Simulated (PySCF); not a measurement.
**Correlation energy of Mn (manganese, neutral)**

[Ar] 3d6 4s1, high-spin 6D determinant (an excited configuration). Calculation: PySCF 2.14, in x2c-TZVPPall (6s5p4d2f1g, 64 functions); the spin-free X2C one-electron Hamiltonian (Gaussian nucleus). Frozen: [Ar]; 7 electrons correlated.

```tsv
level	correlation energy (mhartree)
CCSD	-159.91
(T)	-6.44
CCSD(T)	-166.35
```

Diagnostics: T1 = 0.022, D1 = 0.0464, largest double amplitude 0.049.

Cost of the coupled-cluster step: about 5 core-seconds, for 7 correlated electrons.
